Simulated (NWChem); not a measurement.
System: Si$_{2}$H$_{5}$OCl; SMILES [SiH3]O[SiH2]Cl

Input file for NWChem:

```
start job
memory heap 200 mb stack 900 mb global 1100 mb
geometry units angstroms noautosym nocenter noautoz
  Si    -0.436293     2.103557    -0.031673
  O      0.632787     0.844975    -0.252343
  Si     0.970420    -0.739174     0.013481
  Cl    -0.735380    -1.710026     0.670410
  H      0.182207     3.324137    -0.618348
  H     -0.688055     2.317467     1.423679
  H     -1.725869     1.810133    -0.721092
  H      2.001488    -0.870797     1.074388
  H      1.400377    -1.372705    -1.257718
end
basis spherical
  * library def2-svp
end
dft
  xc pbe0
  iterations 150
end
cosmo
  do_cosmo_smd true
  solvent clbenzen
end
task dft energy
```

NWChem printed, in part:

```
             Northwest Computational Chemistry Package (NWChem) 7.3.0
             --------------------------------------------------------

                             Geometry "geometry" -> ""
                             -------------------------

 Output coordinates in angstroms (scale by  1.889725989 to convert to a.u.)

  No.       Tag          Charge          X              Y              Z
 ---- ---------------- ---------- -------------- -------------- --------------
    1 Si                  14.0000    -0.43629300     2.10355700    -0.03167300
    2 O                    8.0000     0.63278700     0.84497500    -0.25234300
    3 Si                  14.0000     0.97042000    -0.73917400     0.01348100
    4 Cl                  17.0000    -0.73538000    -1.71002600     0.67041000
    5 H                    1.0000     0.18220700     3.32413700    -0.61834800
    6 H                    1.0000    -0.68805500     2.31746700     1.42367900
    7 H                    1.0000    -1.72586900     1.81013300    -0.72109200
    8 H                    1.0000     2.00148800    -0.87079700     1.07438800
    9 H                    1.0000     1.40037700    -1.37270500    -1.25771800

 Effective nuclear repulsion energy (a.u.)     277.7093951688

                                 NWChem DFT Module
                                 -----------------

 Summary of "ao basis" -> "ao basis" (spherical)
 ------------------------------------------------------------------------------
       Tag                 Description            Shells   Functions and Types
 ---------------- ------------------------------  ------  ---------------------
 Si                         def2-svp                 8       18   4s3p1d
 O                          def2-svp                 6       14   3s2p1d
 Cl                         def2-svp                 8       18   4s3p1d
 H                          def2-svp                 3        5   2s1p

 in cosmo_initialize ...
 calling solv_data for solv:clbenzen

 solvent parameters
 solvname_short: clbenzen
 solvname_long:  chlorobenzene
 dielec:        5.6968
 dielecinf:     2.3229
 nonaqueous SMD model solvent descriptors
 dielec:        5.6968
 sola:          0.0000
 solb:          0.0700
 solc:          0.8570
 solg:         47.4800
 solh:          0.1430
 soln:          1.5241

[...]

                                COSMO-SMD solvation results
                                ---------------------------

             internal energy in gas <Psi(g)|H|Psi(g)> =     -1116.664809017924
         internal energy in solvent <Psi(s)|H|Psi(s)> =     -1116.664702943757
                               delta internal energy  =         0.000106074167 (    0.07 kcal/mol)
   total free energy in solvent <Psi(s)|H+V/2|Psi(s)> =     -1116.666078860840
 polarization energy contribution <Psi(s)|V/2|Psi(s)> =        -0.001375917083 (   -0.86 kcal/mol)
    total free energy in solvent including G(SMD-CDS) =     -1116.667870077216
                       G(SMD-CDS) energy contribution =        -0.001791216375 (   -1.12 kcal/mol)
     1 M fixed-concentration free energy of solvation =        -0.003061059291 (   -1.92 kcal/mol)

                       DFT Final Molecular Orbital Analysis
                       ------------------------------------

 Vector   27  Occ=2.000000D+00  E=-3.389029D-01
              MO Center= -5.1D-01,  8.0D-03,  4.0D-01, r^2= 5.0D+00
   Bfn.  Coefficient  Atom+Function         Bfn.  Coefficient  Atom+Function
  ----- ------------  ---------------      ----- ------------  ---------------
    63      0.430357  4 Cl pz                60      0.307981  4 Cl pz
    24     -0.242250  2 O  pz                74      0.216634  6 H  s
    27     -0.194947  2 O  pz                57      0.180141  4 Cl pz
    79     -0.177274  7 H  s                 10      0.150745  1 Si pz
    75      0.149575  6 H  s                 62      0.143747  4 Cl py

 Vector   28  Occ=2.000000D+00  E=-3.331625D-01
              MO Center= -1.7D-01,  9.3D-01, -6.4D-02, r^2= 5.1D+00
   Bfn.  Coefficient  Atom+Function         Bfn.  Coefficient  Atom+Function
  ----- ------------  ---------------      ----- ------------  ---------------
    62      0.321409  4 Cl py                22      0.298777  2 O  px
    69     -0.252429  5 H  s                 25      0.240216  2 O  px
    59      0.236493  4 Cl py                23      0.189201  2 O  py
    70     -0.174808  5 H  s                 79      0.174559  7 H  s
    56      0.137294  4 Cl py                26      0.133432  2 O  py

 Vector   29  Occ=2.000000D+00  E=-3.158407D-01
              MO Center=  4.0D-01, -2.1D-01,  1.6D-01, r^2= 5.0D+00
   Bfn.  Coefficient  Atom+Function         Bfn.  Coefficient  Atom+Function
  ----- ------------  ---------------      ----- ------------  ---------------
    63      0.303248  4 Cl pz                24      0.294897  2 O  pz
    84     -0.235289  8 H  s                 27      0.227644  2 O  pz
    89      0.223769  9 H  s                 60      0.221796  4 Cl pz
    85     -0.204406  8 H  s                 90      0.197025  9 H  s
    74     -0.167072  6 H  s                 42     -0.145189  3 Si pz

 Vector   30  Occ=0.000000D+00  E= 1.507626D-02
              MO Center=  1.0D-01,  1.0D+00, -1.3D-02, r^2= 5.7D+00
   Bfn.  Coefficient  Atom+Function         Bfn.  Coefficient  Atom+Function
  ----- ------------  ---------------      ----- ------------  ---------------
    21      0.799080  2 O  s                 44     -0.607830  3 Si py
    12      0.594992  1 Si py                11     -0.564711  1 Si px
    75     -0.236314  6 H  s                 80     -0.217861  7 H  s
     4      0.189793  1 Si s                 41     -0.180951  3 Si py
    20      0.174843  2 O  s                  9      0.165610  1 Si py

[...]
```

Level: PBE0/def2-SVP, SMD on the gas-phase geometry. All runs use the structure optimised with PBE0/def2-SVP. Solvent: chlorobenzene.
